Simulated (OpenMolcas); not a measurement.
Nb4+: moving the ligands

Nb4+ with 6 ligands (fluoride) in octahedral coordination (Oh) at 1.99 Å. A charge of +0.333 e stands 2.6 Å behind each ligand. Ligand basis ANO-RCC-VDZP.
```
Nb    0.0000    0.0000    0.0000
F     1.9900    0.0000    0.0000
F     0.0000    1.9900    0.0000
F    -1.9900    0.0000    0.0000
F     0.0000   -1.9900    0.0000
F     0.0000    0.0000    1.9900
F     0.0000    0.0000   -1.9900
```

- Program: OpenMolcas 26.06
- Method: CASSCF
- Basis: ANO-RCC-VTZP [7s6p4d2f1g]
- Scalar Hamiltonian: DKH2, point nucleus
- Active space: 1 electron in 5 orbitals (4d)
- State averaging: 2S+1 = 2 even, 5 roots
- Spin-orbit coupling: state interaction with AMFI integrals over the reference wave functions

Runs around this geometry, states (labels of O, the rotations of Oh). Energies in cm-1 above the lowest state or level, χT in cm3 K/mol; under a threefold ground state the first gap can be a small split of the lowest multiplet, not the spin-orbit step; 10Dq is the gap between the two states.

| R (Å) | Ground state | First state of that spin | 10Dq | First gap with spin-orbit (degeneracies) | χT at 300 K |
| --- | --- | --- | --- | --- | --- |
| 1.89 | 2T2 | 2E 38709 | 38709 | 966.4 (4, 2) | 0.152 |
| 1.99 | 2T2 | 2E 30793 | 30793 | 976.7 (4, 2) | 0.152 |
| 2.1 | 2T2 | 2E 23954 | 23954 | 988.7 (4, 2) | 0.152 |

Taking |10Dq| as R^-n, n = -ln(23954 / 38709) / ln(2.1 / 1.89) = 4.6 between the shortest and longest distance. The point-charge formula for a cubic d site gives n = 5.

An orbital triplet at a regular site is open to Jahn-Teller coupling, which can distort the site and quench the lowest spin-orbit gaps and is left out. With metal d orbitals alone the field can be off either way by tens of per cent. Ligand-to-metal charge-transfer states are missing. The least metal-like active orbital is 78 % on the metal (Löwdin) and no ligand orbital is active, so the numbers are rough (holds for R = 1.89). The least metal-like active orbital is 80 % on the metal (Löwdin) and no ligand orbital is active, so the numbers are rough (holds for R = 1.99). The least metal-like active orbital is 82 % on the metal (Löwdin) and no ligand orbital is active, so the numbers are rough (holds for R = 2.1). No measured value stands beside these numbers; the geometry is a model, was not optimised and need not be the one that this ion takes.
